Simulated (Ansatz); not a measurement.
Question: Name a neutral molecule of Al, C, N, O and H with LUMO energy (B3LYP/def2-TZVPP) between -2.10 and -1.80 eV and size of the dipole moment (PBE/def2-TZVPP) between 0.35 and 0.65 D (Ansatz, PBE0-D4/def2-TZVP geometry).

Answer: `CO[C]1=N[CH2][AlH]1` (-1.88 eV, 0.41 D). Other molecules can fit too; these were computed, each in one conformer that needn't be the lowest.

B3LYP here is the variant with VWN-RPA as its local correlation; programs differ in this.
